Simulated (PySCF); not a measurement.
TaOCl3, SMILES [Cl][Ta]([Cl])(=[O])[Cl], multiplicity 1. Geometry optimised at r2SCAN-D4/def2-SVP. The spin state was assumed, not searched. The isomer is the one that the SMILES or the coordinates give; other isomers of the formula were not compared. The def2 effective core potentials stand for the cores of Ta; spin–orbit coupling is left out.

Computed equilibrium geometry at r2SCAN-D4/def2-SVP (PySCF confirms it by a frequency run) as Cartesian coordinates in Å, and its point group:
point group C3v.
```xyz
5

Ta     0.0000     0.0000    -0.1534
O      0.0000     0.0000    -1.8665
Cl     1.9046     1.0996     0.5124
Cl     0.0000    -2.1992     0.5124
Cl    -1.9046     1.0996     0.5124
```
Charge 0, spin multiplicity 1.
